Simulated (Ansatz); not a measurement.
`S[Si]S` and `[SH][Ge][SH]` differ in one element.

Ansatz, PBE0-D4/def2-TZVP geometries, multiplicity 1. Each molecule was computed in one conformer, which needn't be the lowest.

Scalar relativity is left out up to krypton.

| property | `S[Si]S` |
| --- | --- |
| size of the dipole moment (B3LYP/def2-TZVPP) / D | 1.02 |
| size of the dipole moment (PBE/def2-TZVPP) / D | 1.01 |
| HOMO–LUMO gap (ωB97M-V/def2-TZVPP) / eV | 8.89 |
| HOMO energy (B3LYP/def2-TZVPP) / eV | -6.91 |
| HOMO–LUMO gap (B3LYP/def2-TZVPP) / eV | 4.59 |
| HOMO energy (PBE0/def2-TZVPP) / eV | -7.10 |

Question: Give the same properties after the change, and the shifts. (An estimate is asked.)

Answer: The calculation gave: 
| property | `[SH][Ge][SH]` | shift |
| --- | --- | --- |
| size of the dipole moment (B3LYP/def2-TZVPP) / D | 1.30 | 0.28 |
| size of the dipole moment (PBE/def2-TZVPP) / D | 1.20 | 0.19 |
| HOMO–LUMO gap (ωB97M-V/def2-TZVPP) / eV | 8.90 | 0.01 |
| HOMO energy (B3LYP/def2-TZVPP) / eV | -7.11 | -0.20 |
| HOMO–LUMO gap (B3LYP/def2-TZVPP) / eV | 4.60 | 0.01 |
| HOMO energy (PBE0/def2-TZVPP) / eV | -7.31 | -0.21 |

With PBE0 the HOMO falls by 0.21 eV and the LUMO falls by 0.16 eV, so the gap widens by about 0.05 eV. PBE moves the HOMO by -0.22 eV and ωB97M-V by -0.22 eV. Dipoles are sizes alone; their direction can turn.

B3LYP here is the variant with VWN-RPA as its local correlation; programs differ in this.
